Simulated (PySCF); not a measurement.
# Ionisation energy of Nb⁺ by level of theory

Nb⁺ [Kr] 4d4 (5D) → Nb²⁺ [Kr] 4d3 (4F), as a difference of total energies. Computed with PySCF 2.14 in cc-pVDZ-PP with ECP28MDF, with scalar relativity through the core potential. Correlated levels: valence: 4s2 4p6 frozen. The calculations carry no spin-orbit coupling.

| method | ionisation energy (eV) |
| --- | --- |
| UHF | 13.094 |
| PBE | 14.492 |
| LDA | 14.831 |
| MP2 (valence) | 13.518 |
| SCS-MP2 (valence) | 13.236 |

How much does correlation contribute at MP2 (valence)?

13.518 − (13.094) = 0.424 eV, measured against UHF.

The reference lies between the lowest fine-structure levels, while these numbers refer to the centres of the terms.

Errors of the correlated levels include the incompleteness of this basis and the frozen core.

For comparison: 14.32 eV (semi-empirical (NIST evaluation); NIST Atomic Spectra Database, ionization energies).
